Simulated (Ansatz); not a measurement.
Isomers of H6SSiSn, relaxed with PBE0-D4/def2-TZVP in Ansatz; electronic energies, one conformer each and not always the lowest. Functionals use def2-TZVPP; CBS adds triple-zeta CCSD(T) − MP2 to the MP2 limit of def2-TZVPP and def2-QZVPP.

Elements past krypton have def2 core potentials. Outer-core shells of Sn are correlated without core-valence functions. Spin–orbit coupling is left out.

(1) Order them by energy at frozen-core CCSD(T)/CBS, lowest first. (An estimate is asked.)
A. `[SiH3][S][SnH3]`
B. `[SiH3][SnH2][SH]`
C. `S[SiH2][SnH3]`

(2) How do B3LYP, ωB97M-V, MP2/CBS(def2), HF/CBS(def2) place them (kcal/mol, against `[SiH3][S][SnH3]`)? (Best estimate.)

Results:

(1) A (0.0 kcal/mol), B (7.7 kcal/mol), C (10.1 kcal/mol).

(2) Computed: 
```
            isomer  B3LYP  ωB97M-V  MP2/CBS(def2)  HF/CBS(def2)
   `S[SiH2][SnH3]`    8.8      9.7           11.4          12.4
`[SiH3][SnH2][SH]`    6.4      8.4            8.9           9.0
```

B3LYP here is the variant with VWN-RPA as its local correlation; programs differ in this.
